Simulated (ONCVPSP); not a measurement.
Potentials for lead (Pb) compared

Generated with ld1.x 7.5 (TM, RRKJ, ultrasoft, PAW), atompaw 4.2 or ONCVPSP 4.0.1. The cutoff is in Ry: for ld1.x and atompaw files where the sum of valence levels is converged to 10 mRy in a Bessel basis, for ONCV files where the hardest occupied wave has 1 mHa per electron of residual kinetic energy. The error is the largest all-electron minus pseudo excitation energy over each file’s own four to seven test configurations (ionisations up to +4, promotions, holes and added fractions of an electron), all of which were solved. The labels leave out finer settings (local radius, basis sizes, second energies), which also bear on the numbers. Spin-polarised tests are not counted. The rows are a selection from randomly drawn settings: files with unsolved tests, undetermined cutoffs or missed reference levels are left out.

A true bound ghost makes a file unfit for plane-wave use even where its test errors are small: the radial tests pick states by their node count and pass the ghost by.

```tsv
potential	cutoff (Ry)	largest error (meV)	bound ghosts
ONCV, PBE, fully relativistic, rc 1.60/1.20/1.80 (spd), local smoothed, core correction no, reference 5s2 5p6 5d10 6s2, qcut 6/9.9/9.8, projectors 2/1/1	83	+238	none
ONCV, PBE, scalar-relativistic, rc 2.00/2.85/1.60 (spd), local smoothed, core correction yes, reference 5d10 6s1 6p3, qcut 2.6/2.7/10.7, projectors 2/1/2	58	-48	s, p
```

Q: Fill in the row for Pb: ONCV, PBEsol, scalar-relativistic, rc 1.40/1.80/1.35 (spd), local d, core correction yes, reference 5s2 5p6 5d10 6s2 6p1, qcut 10.5/7/8.2, projectors 3/2/0.

A: cutoff 74 Ry, largest error -21 meV, bound ghosts: none.

Q: Fill in the row for Pb: ONCV, revPBE, scalar-relativistic, rc 1.60/1.45/2.10 (spd), local smoothed, core correction no, reference 5s2 5p6 5d10 6s1 6p3, qcut 10/11.9/8.5, projectors 2/2/2.

A: cutoff 81 Ry, largest error -422 meV, bound ghosts: none.

Q: Fill in the row for Pb: ONCV, PBEsol, scalar-relativistic, rc 1.45/0.92/1.75 (spd), local smoothed, core correction yes, reference 5s2 5p6 5d10 6s1.5 6p2.5, qcut 6.7/8.5/10.4, projectors 2/2/2.

A: cutoff 329 Ry, largest error -12 meV, bound ghosts: none.
